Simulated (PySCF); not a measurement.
PySCF input for CHCl₂, SMILES Cl[CH]Cl (connectivity only; charge and spin as stated), charge +1, multiplicity 1, TDDFT-M06-2X/def2-SVPD. Geometry: B3LYP-D3(BJ)/def2-TZVP. The multiplicity is an assumed one; other spin states were not compared. The isomer is the one that the SMILES or the coordinates give; other isomers of the formula were not compared.

```python
import numpy as np
from pyscf import gto, scf, dft, tdscf

mol = gto.M(
    atom='''
    Cl   -0.00000000   -1.43627541    0.15673997
    C     0.00000000    0.00000000   -0.60568723
    Cl   -0.00000000    1.43627541    0.15673997
    H    -0.00000001    0.00000000   -1.69503561
    ''',
    basis='def2-SVPD',
    charge=1,
    spin=0,
    symmetry=True,
    max_memory=1600,
    verbose=4,
)
mf = dft.RKS(mol, xc='m06-2x').density_fit(auxbasis='def2-universal-jkfit')
mf.grids.level = 4
mf.conv_tol = 1e-9
mf.max_cycle = 100
mf.kernel()
mf.grids = dft.Grids(mol).set(level=2).build(with_non0tab=True)  # coarser grid for the response kernel
td = tdscf.TDDFT(mf)
td.singlet = True
td.nstates = 10
td.conv_tol = 1e-4
td.kernel(x0=td.get_init_guess(mf, 15))
td.analyze()
tt = tdscf.TDA(mf)
tt.singlet = False
tt.nstates = 4
tt.conv_tol = 1e-4
tt.kernel(x0=tt.get_init_guess(mf, 9))
tt.analyze(verbose=3)
```

Program output:

```
PySCF version 2.14.0

[INPUT] verbose = 4
[INPUT] num. atoms = 4
[INPUT] num. electrons = 40
[INPUT] charge = 1
[INPUT] spin (= nelec alpha-beta = 2S) = 0
[INPUT] symmetry True subgroup None
[INPUT] Mole.unit = angstrom
[INPUT] Symbol           X                Y                Z      unit          X                Y                Z       unit  Magmom
[INPUT]  1 Cl     0.000000000000  -1.436275410000   0.156739970000 AA    0.000000000000  -2.714167164347   0.296195616073 Bohr   0.0
[INPUT]  2 C      0.000000000000   0.000000000000  -0.605687230000 AA    0.000000000000   0.000000000000  -1.144582981846 Bohr   0.0
[INPUT]  3 Cl     0.000000000000   1.436275410000   0.156739970000 AA    0.000000000000   2.714167164347   0.296195616073 Bohr   0.0
[INPUT]  4 H     -0.000000010000   0.000000000000  -1.695035610000 AA   -0.000000018897   0.000000000000  -3.203153074285 Bohr   0.0

nuclear repulsion = 130.218642342649
point group symmetry = C2v
symmetry origin: [-4.60908811e-10  0.00000000e+00 -4.60908775e-10]
symmetry axis x: [-1.00000000e+00 -0.00000000e+00  2.86828437e-09]
symmetry axis y: [ 0.00000000e+00 -1.00000000e+00  2.22044605e-16]
symmetry axis z: [-2.86828437e-09  0.00000000e+00 -1.00000000e+00]
num. orbitals of irrep A1 = 33
num. orbitals of irrep A2 = 10
num. orbitals of irrep B1 = 14
num. orbitals of irrep B2 = 25
number of shells = 34
number of NR pGTOs = 130
number of NR cGTOs = 82
basis = def2-SVPD
ecp = {}


[settings echo left out]
init E= -959.212833165995
HOMO (A1) = -0.376650202526448  LUMO (B1) = -0.128337574501101  gap/eV = 6.75693
cycle= 1 E= -958.252514163506  delta_E= 0.96  |g|= 0.629  |ddm|=  2.4
HOMO (B2) = -0.69078990597028  LUMO (B1) = -0.487642992976945  gap/eV = 5.52791
cycle= 2 E= -958.142974060253  delta_E= 0.11  |g|= 0.986  |ddm|= 1.75
HOMO (B2) = -0.677771731904668  LUMO (B1) = -0.378205321020177  gap/eV = 8.15162
cycle= 3 E= -958.376500858262  delta_E= -0.234  |g|= 0.0579  |ddm|= 1.06
HOMO (B2) = -0.654480557190044  LUMO (B1) = -0.355348054092058  gap/eV = 8.13981
cycle= 4 E= -958.377275814604  delta_E= -0.000775  |g|= 0.0203  |ddm|= 0.117
HOMO (B2) = -0.657143017976748  LUMO (B1) = -0.353950291412088  gap/eV = 8.25029
cycle= 5 E= -958.377376968712  delta_E= -0.000101  |g|= 0.00208  |ddm|= 0.0382
HOMO (B2) = -0.657176744030701  LUMO (B1) = -0.354037260458745  gap/eV = 8.24885
cycle= 6 E= -958.377378662221  delta_E= -1.69e-06  |g|= 0.000752  |ddm|= 0.00584
HOMO (B2) = -0.657215400385308  LUMO (B1) = -0.354034974201042  gap/eV = 8.24996
cycle= 7 E= -958.37737887497  delta_E= -2.13e-07  |g|= 0.00014  |ddm|= 0.00203
HOMO (B2) = -0.65723011889289  LUMO (B1) = -0.354031480962258  gap/eV = 8.25046
cycle= 8 E= -958.377378883193  delta_E= -8.22e-09  |g|= 2.85e-05  |ddm|= 0.000366
HOMO (B2) = -0.65723152713469  LUMO (B1) = -0.35403107710536  gap/eV = 8.25050
cycle= 9 E= -958.377378883489  delta_E= -2.95e-10  |g|= 6.76e-06  |ddm|= 5.81e-05
HOMO (B2) = -0.657231318838934  LUMO (B1) = -0.354029438945509  gap/eV = 8.25054
Extra cycle  E= -958.377378883495  delta_E= -6.37e-12  |g|= 5.09e-06  |ddm|= 1.64e-05
converged SCF energy = -958.377378883495
tot grids = 40072


******** <class 'pyscf.tdscf.rks.TDDFT'> for <class 'pyscf.df.df_jk.DFSymAdaptedRKS'> ********
nstates = 10 singlet
deg_eia_thresh = 1.000e-03
wfnsym = None
conv_tol = 0.0001
eigh lindep = 1e-12
eigh level_shift = 0
eigh max_cycle = 100


Excitation energies (eV)
[ 4.09830804  4.12788221  5.66743177  7.99191717  8.29994179  8.78320835
  8.82279453  8.86737681  8.8967328  10.5237292 ]

** Singlet excitation energies and oscillator strengths **
Excited State   1:   A2      4.09831 eV    302.53 nm  f=0.0000
      20 -> 21        0.70622
Excited State   2:   B1      4.12788 eV    300.36 nm  f=0.0000
      19 -> 21       -0.70580
Excited State   3:   B2      5.66743 eV    218.77 nm  f=0.2058
      18 -> 21       -0.69320
Excited State   4:   A1      7.99192 eV    155.14 nm  f=0.0384
      17 -> 21       -0.68412
Excited State   5:   A2      8.29994 eV    149.38 nm  f=0.0000
      16 -> 21        0.69914
Excited State   6:   B2      8.78321 eV    141.16 nm  f=0.0241
      19 -> 24       -0.22810
      20 -> 22       -0.64159
Excited State   7:   B1      8.82279 eV    140.53 nm  f=0.0003
      15 -> 21       -0.69863
Excited State   8:   A2      8.86738 eV    139.82 nm  f=0.0000
      18 -> 22       -0.68262
Excited State   9:   A1      8.89673 eV    139.36 nm  f=0.0013
      19 -> 22        0.64811
      20 -> 24        0.19770
Excited State  10:  ???     10.52373 eV    117.81 nm  f=0.0001
      17 -> 22       -0.36609
      18 -> 24       -0.54972
      18 -> 27        0.17273
      18 -> 30        0.11640

** Transition electric dipole moments (AU) **
state          X           Y           Z        Dip. S.      Osc.
  1         0.0000     -0.0000     -0.0000      0.0000      0.0000
  2         0.0042     -0.0000     -0.0000      0.0000      0.0000
  3         0.0000     -1.2174      0.0000      1.4821      0.2058
  4         0.0000     -0.0000      0.4426      0.1959      0.0384
  5         0.0000      0.0000     -0.0000      0.0000      0.0000
  6         0.0000      0.3344      0.0000      0.1118      0.0241
  7        -0.0351      0.0000      0.0000      0.0012      0.0003
  8         0.0000      0.0000     -0.0000      0.0000      0.0000
  9        -0.0000     -0.0000     -0.0779      0.0061      0.0013
 10        -0.0174     -0.0000     -0.0000      0.0003      0.0001

** Transition velocity dipole moments (imaginary part, AU) **
state          X           Y           Z        Dip. S.      Osc.
  1        -0.0000     -0.0000      0.0000      0.0000      0.0000
  2        -0.0001      0.0000     -0.0000      0.0000      0.0000
  3         0.0000     -0.2582     -0.0000      0.0667      0.2134
  4         0.0000     -0.0000      0.1272      0.0162      0.0367
  5         0.0000      0.0000      0.0000      0.0000      0.0000
  6         0.0000      0.1149      0.0000      0.0132      0.0273
  7        -0.0143      0.0000      0.0000      0.0002      0.0004
  8         0.0000     -0.0000     -0.0000      0.0000      0.0000
  9        -0.0000      0.0000     -0.0362      0.0013      0.0027
 10         0.0116     -0.0000     -0.0000      0.0001      0.0002

** Transition magnetic dipole moments (imaginary part, AU) **
state          X           Y           Z
  1         0.0000     -0.0000     -0.6620
  2        -0.0000     -1.2759      0.0000
  3         0.4067     -0.0000      0.0000
  4         0.0000      0.0000     -0.0000
  5         0.0000      0.0000      1.7059
  6        -0.9863     -0.0000      0.0000
  7        -0.0000      0.8900      0.0000
  8         0.0000     -0.0000      0.3405
  9        -0.0000     -0.0000      0.0000
 10         0.0000      0.2974      0.0000


******** <class 'pyscf.tdscf.rks.TDA'> for <class 'pyscf.df.df_jk.DFSymAdaptedRKS'> ********
nstates = 4 triplet
deg_eia_thresh = 1.000e-03
wfnsym = None
conv_tol = 0.0001
eigh lindep = 1e-12
eigh level_shift = 0
eigh max_cycle = 100


Excitation energies (eV)
[3.8209793  3.84648495 3.87136945 5.7329375 ]

** Triplet excitation energies and oscillator strengths **
Excited State   1:   B2      3.82098 eV    324.48 nm  f=0.0000
Excited State   2:   B1      3.84648 eV    322.33 nm  f=0.0000
Excited State   3:   A2      3.87137 eV    320.26 nm  f=0.0000
Excited State   4:   A1      5.73294 eV    216.27 nm  f=0.0000
```

Self-consistency was reached.

Cost: about 2.1 core-minutes (a rough figure).
